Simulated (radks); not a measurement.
Results of a calculation; reference values are marked as such.
Task: These are the eigenvalues of the occupied orbitals of an atom or ion with whole-number occupations (eV). Code: a radial shooting solver on a logarithmic mesh with Libxc functionals. Model: non-relativistic Kohn-Sham, LB94 model potential, spin-polarised, spherical densities, point nucleus.

| orbital | eigenvalue |
|---|---|
| 1s | -38498.76 |
| 2s | -6044.590 |
| 2p | -5725.286 |
| 3s | -1351.837 |
| 3p | -1212.210 |
| 3d | -951.2659 |
| 4s | -311.9819 |
| 4p | -259.9973 |
| 4d | -168.5648 |
| 5s | -81.8611 |
| 5p | -66.4733 |

Which element is it, and in what charge state? The configuration may be excited. Open shells, if any, are filled with parallel spins first.

Result: Z = 58, cerium, charge +4: Ce4+ in [Xe]. The list shows which subshells hold electrons but not how many an open one holds; the 1s level, -1414.8 hartree, gives Z - s = 53.2 by -(Z - s)^2/2, which with screening narrows Z to a few neighbours, and the depths of the outer levels then fix element, charge and occupations together.
